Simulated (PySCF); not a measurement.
SMILES c1cscc1Oc1ccco1 (C8H6O2S), singlet (GFN2-xTB optimised geometry):

```
17

C      0.844    -2.866     1.202
C      0.063    -2.040     1.940
O      0.214    -0.756     1.535
C      1.101    -0.777     0.522
O      1.509     0.367    -0.058
C      0.696     1.472     0.000
C     -0.725     1.472     0.000
C     -1.230     2.730     0.000
S     -0.001     3.929    -0.010
C      1.225     2.729     0.000
C      1.528    -2.046     0.268
H      0.929    -3.929     1.299
H     -0.624    -2.213     2.744
H     -1.325     0.582    -0.005
H     -2.259     3.028    -0.002
H      2.259     3.003    -0.012
H      2.233    -2.345    -0.478
```

Level of theory: CAM-B3LYP/def2-SVP (PySCF).

Problem. What are the frontier orbital energies and the dipole moment?

Solution. HOMO-2 -8.48 eV, HOMO-1 -8.23 eV, HOMO -7.12 eV, LUMO 0.84 eV, LUMO+1 1.73 eV; dipole moment 1.06 D.

On the same geometry PBE/def2-SVP (PySCF) gives HOMO-2 -6.19 eV, HOMO-1 -5.88 eV, HOMO -4.85 eV, LUMO -1.19 eV, LUMO+1 -0.42 eV; dipole moment 0.91 D.

Meta-Löwdin charges at CAM-B3LYP/def2-SVP: C1 -0.15, C2 0.02, O3 -0.26, C4 0.35, O5 -0.30, C6 0.18, C7 -0.16, C8 -0.23, S9 0.27, C10 -0.28, C11 -0.21, H12 0.12, H13 0.12, H14 0.12, H15 0.13, H16 0.13, H17 0.12.
